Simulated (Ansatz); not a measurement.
Cl2FHNSi, SMILES `[NH][Si](F)(Cl)Cl` radical at its PBE0-D4/def2-TZVP geometry, where that method's forces vanish. The species carries charge 0 and has multiplicity 2.

```xyz
6

N    -0.4075    1.3301   -0.0291
Si    0.1347   -0.3046   -0.0772
F    -0.3581   -1.2033    1.1303
Cl   -0.5635   -1.1357   -1.7794
Cl    2.1537   -0.2756   -0.0353
H    -0.9594    1.5891    0.7908
```

Task: What forces (eV/Å) does r2SCAN-D4/def2-TZVPP give on these atoms in Ansatz? (Estimate.)

Result: Ansatz gave: 
```
N1   0.022 -0.009 -0.028
Si2 -0.045  0.085  0.026
F3  -0.015 -0.065  0.055
Cl4 -0.036 -0.028 -0.068
Cl5  0.082  0.010  0.007
H6  -0.006  0.007  0.007
```
